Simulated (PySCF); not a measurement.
# Ag (silver, neutral) across methods

[Kr] 4d9 5s2, 2D determinant (an excited configuration). All numbers are calculated (PySCF 2.14, the spin-free X2C one-electron Hamiltonian (Gaussian nucleus), in x2c-QZVPPall with one added diffuse shell each of s, p, d, f, g type (14s9p8d5f3g, 143 functions)).

```csv
method,E (hartree),mean ε 4d β (eV),mean ε 5s α (eV),mean ε 5s β (eV),Σ⟨r²⟩ (bohr²),⟨S²⟩
PBE0,-5314.97,-12.346,-6.334,-6.107,52.16,0.751
PBE,-5314.91,-10.348,-5.648,-5.437,52.13,0.751
LDA,-5309.82,-10.490,-5.924,-5.727,51.73,0.751
UHF,-5312.74245,-17.564,-7.640,-7.320,53.97,0.753
r2SCAN,-5315.31,-10.738,-5.821,-5.633,51.87,0.752
```
